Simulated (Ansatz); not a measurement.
`S=C=CBBr`, relaxed with RKS PBE-D4/def2-SVP in Ansatz 0.2.0 from a rough embedded geometry. The force threshold is 0.03 eV/Å; the program also tests the step.

Total charge 0; spin multiplicity 1.

Start:

```xyz
7

S    -0.919   -2.568    1.248
C    -0.766   -1.129    0.489
C    -0.611    0.026   -0.128
B     0.870    0.651   -0.178
Br    1.098    2.403   -1.157
H    -1.461    0.563   -0.484
H     1.789    0.055    0.211
```

(1) How much energy does the relaxation release, and in how many steps? (An estimate is asked.)

(2) Which bonds change most? (An estimate is asked.)

(3) Give the relaxed structure. (Best estimate.)

Answers

(1) Ansatz gave: 0.35 eV, in 5 steps.

(2) Computed: B4–Br5 from 2.020 to 1.922 Å; C3–B4 from 1.609 to 1.529 Å; S1–C2 from 1.633 to 1.560 Å; B4–H7 from 1.162 to 1.211 Å.

(3) The calculation gave: 
```xyz
7

S    -0.892   -2.509    1.217
C    -0.755   -1.130    0.500
C    -0.586    0.048   -0.106
B     0.823    0.630   -0.223
Br    1.083    2.321   -1.100
H    -1.474    0.569   -0.506
H     1.802    0.070    0.218
```
